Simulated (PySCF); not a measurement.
C2BFN2O2, SMILES O=C=NB(F)N=C=O.

Geometry optimised at PBE0-D3(BJ)/def2-SVP. The values are those of a single conformer.

The numbers are results of TDDFT-PBE/def2-SVPD (PySCF 2.14.0), not measurements.

Vertical excitations. Gas-phase values at a fixed geometry. State labels are in the subgroup C2v.

```
state  symmetry  energy (eV)  λ (nm)      f                                           main pairs
-----  --------  -----------  ------  -----  ---------------------------------------------------
S1           A2         5.06     245  0.000                                      HOMO→LUMO 100 %
S2           B1         5.83     213  0.000                                    HOMO−2→LUMO 100 %
S3           B2         6.02     206  0.221                                     HOMO−1→LUMO 85 %
S4           A1         6.74     184  0.047                                     HOMO−3→LUMO 88 %
S5           B2         6.94     179  0.007                   HOMO→LUMO+1 51 %, HOMO→LUMO+2 48 %
S6           A2         7.22     172  0.000                                   HOMO−1→LUMO+1 99 %
S7           A2         7.45     166  0.000                                   HOMO−1→LUMO+2 99 %
S8           A1         7.65     162  0.012                 HOMO−2→LUMO+1 55 %, HOMO→LUMO+4 37 %
S9           B2         7.66     162  0.542  HOMO→LUMO+2 42 %, HOMO→LUMO+1 31 %, HOMO−1→LUMO 9 %
S10          B1         7.73     160  0.000                                     HOMO→LUMO+3 96 %
T1           A2         4.93     252      0                                      HOMO→LUMO 100 %
T2           B2         5.16     240      0                                     HOMO−1→LUMO 99 %
T3           B1         5.70     218      0                                     HOMO−2→LUMO 99 %
T4           A1         5.77     215      0                                     HOMO−3→LUMO 98 %
```
Triplets are in the Tamm–Dancoff approximation, which puts them higher than full response would, so one can lie above its singlet here.
